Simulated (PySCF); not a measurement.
# Hartree-Fock beside MP2: B2ClFH3 anion

All numbers below are calculated, not measured. They come from PySCF 2.14.0, an open-source quantum chemistry program, on an isolated molecule that a program drew, which may never have been made. The molecule is B2ClFH3 anion (charge -1, singlet), drawn as the SMILES string `FB[BH2-]Cl`.

The geometry was optimised and harmonic frequencies were computed with HF and MP2, all in the aug-cc-pV(D+d)Z basis, for the commonest isotopes, with a restricted reference for singlets and an unrestricted one otherwise, and a frozen core in MP2. Each result is a local minimum of its method.

Geometry at the HF minimum:
```xyz
7
B2ClFH3 anion, angstrom
F    -1.2637   -0.1242   -1.4022
B    -1.2239    0.2755   -0.0859
B    -1.2914    1.9385    0.3051
Cl   -1.2147    2.1480    2.3202
H    -1.1396   -0.6887    0.6533
H    -0.3284    2.5574   -0.1296
H    -2.3450    2.4566   -0.0424
```

Lengths of the bonds as drawn, in Å (atoms numbered as above):
| bond | HF | MP2 |
|---|---|---|
| F1-B2 | 1.376 | 1.405 |
| B2-B3 | 1.710 | 1.704 |
| B3-Cl4 | 2.027 | 1.967 |
| B2-H5 | 1.218 | 1.226 |
| B3-H6 | 1.225 | 1.231 |
| B3-H7 | 1.224 | 1.231 |

Rotational constants, in GHz:
| constant | HF | MP2 |
|---|---|---|
| A | 27.63 | 28.42 |
| B | 1.959 | 1.978 |
| C | 1.857 | 1.878 |

Harmonic frequencies in cm^-1, each column in rising order, so a row needn't be the same motion in every method:
```
rank    HF   MP2
   1    66    64
   2   187     ?
   3   300   311
   4   433   361
   5   504   565
   6   851   826
   7   885   849
   8  1017   970
   9  1048   984
  10  1101  1041
  11  1212  1133
  12  1296  1219
  13  2451  2407
  14  2460  2432
  15  2550  2488
```

**Estimate the missing MP2 frequency from the HF column.**

A single factor s that minimises the squared misfit of MP2 against s times HF over the other rows is sum(HF x MP2) / sum(HF^2) = 0.9719, with an rms misfit of 36 cm^-1. For rank 2 it gives 0.9719 x 187 = 182 cm^-1. The calculation gives 175 cm^-1, 7 cm^-1 below the estimate. The drawn bonds are on average 0.1 % longer in MP2 than in HF.
